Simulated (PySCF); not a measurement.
A species of formula C5H3NOS has this rotational fingerprint, computed with PySCF, PBE0-D3(BJ)/def2-SVP geometry optimisation, gas phase:

```
Rotational constants : A = 4219, B = 1114, C = 1060 MHz
Dipole components    : |μa| = 4.14 D, |μb| = 1.66 D, |μc| = 0.06 D
Inertial defect      : -96.38 u·Å²
κ                    : -0.97
```

Problem. Which candidate fits, each taken in the one conformer that was computed?
A. `[N:1]#[C:2][S:3][c:4]1[cH:5][cH:6][o:7][cH:8]1` with C2–S3–C4–C5 -175°
B. `[N:1]#[C:2][S:3][c:4]1[cH:5][cH:6][cH:7][o:8]1` with C2–S3–C4–C5 102°

Solution. B. It is N#CSc1ccco1, a near-prolate asymmetric top, point group C1. The candidates at the same level (rigid rotor, commonest isotopes):

```tsv
SMILES	A (MHz)	B (MHz)	C (MHz)	μa (D)	μb (D)	μc (D)	Δ (u·Å²)	point group	rotor
N#CSc1ccoc1	4425	1184	935.0	3.24	2.09	0.05	-0.47	near Cs	asymmetric top
N#CSc1ccco1	4219	1114	1060	4.14	1.66	0.06	-96.38	C1	near-prolate asymmetric top
```

`N#CSc1ccoc1` has C 12 % too low. No structure here is proved a minimum.
